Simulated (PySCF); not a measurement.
Compounds:

A. N-Methylhydroxylamine (SMILES CNO)
B. SMILES C=C[C@@H]1C[P@H](=O)[C@@H]1C
C. `C(/C=N\C)(C#N)=C(C)C`

Spectrum 1. $^{1}$H NMR (400 MHz, computed): δ 7.91 (s, 1H), 4.00 (s, 3H), 2.42 (s, 3H), 2.12 (s, 3H). $^{13}$C{$^{1}$H} NMR (computed): δ 173.6 (C), 155.1 (CH), 121.9 (C), 109.7 (C), 45.1 (CH3), 29.1 (CH3), 22.0 (CH3).

Spectrum 2. $^{1}$H NMR (400 MHz, computed): δ 7.48 (m, 1H), 6.03 (m, 1H), 5.40 (m, 1H), 5.37 (m, 1H), 2.65 (m, 1H), 2.60 (m, 1H), 2.47 (m, 1H), 2.26 (m, 1H), 1.42 (m, 3H). $^{13}$C{$^{1}$H} NMR (computed): δ 147.6 (CH), 123.6 (CH2), 52.3 (CH), 43.2 (CH2), 33.3 (CH), 9.9 (CH3).

Spectrum 3. $^{1}$H NMR (400 MHz, computed): δ 4.22 (br s, 1H), 3.32 (br s, 1H), 2.85 (s, 3H). $^{13}$C{$^{1}$H} NMR (computed): δ 44.6 (CH3).

- B3LYP/pcJ-1 coupling constants
- σ from GIAO-PBE0/pcSseg-1
- GFN2-xTB structure
- run in PySCF 2.14
- a single conformation, relativity neglected, isolated molecule, averaged over atoms made equivalent by symmetry, fast rotation or ring inversion

Referencing at the same level of theory: $^{1}$H, $^{13}$C vs TMS. Multiplet labels drop J under 1 Hz and among equivalent protons, and merge close values. Unscaled 3J(H,H) run several per cent high. Splittings of carbon signals by F and P are missing where no couplings were computed. Where no couplings were computed, multiplicities follow the n + 1 count of equivalent neighbours, and m marks all less simple cases (inequivalent or close neighbours, rings, F or P nearby). Shifts are as computed. Against solution values, carbons near 30 ppm lie about +3 ppm off and those near 130 ppm about +5 ppm. Of 1211 compounds with measured shifts, 218 miss one by over three times the rms of a fit or turn the order of signals round; such compounds aren't used in these exercises. OH and NH positions are gas-phase values without hydrogen bonding to other molecules.

Q: Match each spectrum to its structure.

A: 1–C, 2–B, 3–A.

- Spectrum 1 (C): 7 $^{13}$C signals; δC 121.9 is a nitrile carbon; δC 109.7 is a fully substituted alkene carbon.
- Spectrum 2 (B): 6 $^{13}$C signals; δC 147.6 is an alkene CH; δC 123.6 is a terminal =CH2 carbon.
- Spectrum 3 (A): a single $^{13}$C signal, at 44.6 ppm (methyl carbon bonded to N); δH 4.22 is the hydrogen on a nitrogen bonded to O or N; δH 3.32 is the hydrogen on a N–OH oxygen.
